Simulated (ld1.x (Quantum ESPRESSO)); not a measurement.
**Reading a pseudo-wave (carbon (C))**

Columns: radius, all-electron u(r) and pseudo u(r) of the 2s shell (level -13.74 eV) of carbon in the configuration [He] 2s2 2p2; PBE, non-relativistic, TM scheme, ld1.x (Quantum ESPRESSO) 7.5.

| r (bohr) | all-electron | pseudo |
| --- | --- | --- |
| 0.120 | 0.3462 | -0.0772 |
| 0.240 | 0.2580 | -0.1585 |
| 0.360 | 0.0344 | -0.2481 |
| 0.480 | -0.2040 | -0.3488 |
| 0.600 | -0.4108 | -0.4601 |
| 0.720 | -0.5729 | -0.5750 |
| 0.840 | -0.6898 | -0.6801 |
| 0.960 | -0.7656 | -0.7597 |
| 1.080 | -0.8067 | -0.8054 |
| 1.200 | -0.8205 | -0.8204 |
| 1.320 | -0.8134 | -0.8134 |
| 1.440 | -0.7911 | -0.7911 |
| 1.560 | -0.7582 | -0.7582 |
| 1.680 | -0.7184 | -0.7184 |
| 1.800 | -0.6744 | -0.6744 |
| 1.920 | -0.6285 | -0.6285 |
| 2.040 | -0.5821 | -0.5821 |
| 2.160 | -0.5363 | -0.5363 |
| 2.280 | -0.4921 | -0.4921 |
| 2.400 | -0.4499 | -0.4499 |
| 2.520 | -0.4101 | -0.4101 |
| 2.640 | -0.3728 | -0.3728 |
| 2.760 | -0.3382 | -0.3382 |
| 2.880 | -0.3062 | -0.3062 |
| 3.000 | -0.2768 | -0.2768 |
| 3.120 | -0.2498 | -0.2498 |

How many radial nodes do the two functions have?

The all-electron 2s function has n − l − 1 = 1; the pseudo-wave has 0, since the states of the same l below it are removed with the core.

At about which radius was the pseudo-wave matched?

1.30 bohr, where the columns begin to agree (steps of 0.12 bohr).

Where does each function peak?

Outermost all-electron maximum near 1.20 bohr, pseudo maximum near 1.20 bohr (to the table’s step).

Is the pseudo-wave norm-conserving?

Yes: the TM scheme keeps the norm inside the radius equal to the all-electron one, which fixes the energy derivative of the logarithmic derivative at the level.
